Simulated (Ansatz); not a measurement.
CH6GaNO (`[CH3][Ga]([NH2])[OH]`). The species carries charge 0 and has multiplicity 1.

```xyz
10

C    -1.326   -0.885   -0.023
Ga    0.386    0.055    0.063
N     0.667    1.791   -0.362
O     1.913   -0.730    0.592
H    -1.595   -1.279    0.959
H    -2.124   -0.221   -0.359
H    -1.263   -1.727   -0.715
H     1.571    2.226   -0.300
H    -0.044    2.424   -0.683
H     1.816   -1.653    0.829
```

Task: List the harmonic frequencies (cm⁻¹, unscaled) at PBE0-D4/def2-TZVP in Ansatz. (An estimate is asked.)

Result: Ansatz gave: 49, 102, 147, 182, 197, 315, 405, 573, 680, 692, 719, 723, 767, 835, 1232, 1452, 1453, 1557, 3059, 3142, 3153, 3627, 3736, 3919.

Task: Is this a minimum?

Result: Yes, all 24 modes are real.

Task: Give the ideal-gas thermochemistry at 298.15 K and 1 bar (rigid rotor, harmonic oscillator; point group Cs, symmetry number 1).

Result: Zero-point energy 195.7 kJ/mol; H(298) − E = 218.4 kJ/mol; entropy 359.4 J/(mol·K), of which translation 168.3, rotation 107.6, vibration 83.5; G(298) − E = 111.3 kJ/mol. Modes under 100 cm⁻¹ are hindered rotations or soft bends, so the harmonic entropy is rough.

Task: And at 400, 500, 600, 800 and 1000 K?

Result: 
```tsv
T (K)	H − E (kJ/mol)	S (J/mol/K)	G − E (kJ/mol)
400	230.7	394.7	72.8
500	244.2	424.7	31.8
600	258.8	451.3	-12.0
800	290.5	496.8	-107.0
1000	324.8	535.0	-210.2
```

Task: Rotational constants (cm⁻¹)?

Result: 0.2046, 0.1678, 0.09382.
